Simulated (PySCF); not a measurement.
Below is a simulated gas-phase Si 2p photoelectron spectrum of `Cl[Si](Cl)(Cl)Br`.

Every computed line was given a Gaussian of 0.5 eV full width at half maximum and an area set by the number of equivalent atoms (split 2:1 within a doublet); the highest printed point is 100. Computed with delta-SCF UKS SCAN, pcX-2 on the ionised atom, pcseg-1 elsewhere, spin-free X2C (PySCF 2.14.0).

binding energy (eV), intensity and a bar:
```
    109.6          1 
    109.7          2 #
    109.8          8 ##
    109.9         20 ######
    110.0         42 #############
    110.1         70 #####################
    110.2         93 ############################
    110.3        100 ##############################
    110.4         88 ##########################
    110.5         66 ####################
    110.6         50 ###############
    110.7         45 ##############
    110.8         49 ###############
    110.9         51 ###############
    111.0         45 ##############
    111.1         33 ##########
    111.2         19 ######
    111.3          9 ###
    111.4          3 #
    111.5          1 
    111.6          0
```

Task: How many maxima does the curve show, and how many computed lines lie under it?

Result: The curve has 2 maxima (at 110.3 and 110.9 eV). Under it lie 2 lines from 1 inequivalent silicon site, drawn as a 2p3/2, 2p1/2 pair.

Task: Decompose the envelope and assign each component. Numbering: `[Cl:1][Si:2]([Cl:3])([Cl:4])[Br:5]`.

Result: 
```
position (eV)  relative area      line  atoms             environment
       110.28           0.67  Si 2p3/2    Si2  chlorine-bound silicon
       110.90           0.33  Si 2p1/2    Si2  chlorine-bound silicon
```

The curve has no shake-up lines and no vibrational structure. For 2p shells one spin-free hole was relaxed; a mean-field spin–orbit operator and the ground-state splitting of the three 2p orbitals were then diagonalised within the shell. The shell's mean is (2 × 2p3/2 + 2p1/2)/3, and the degeneracies 2j + 1 give areas of 2:1. 2p1/2 minus 2p3/2 (ligand field included): Si 0.62 eV. Isolated species at its PBE0-D3(BJ)/def2-SVP geometry, gas phase.
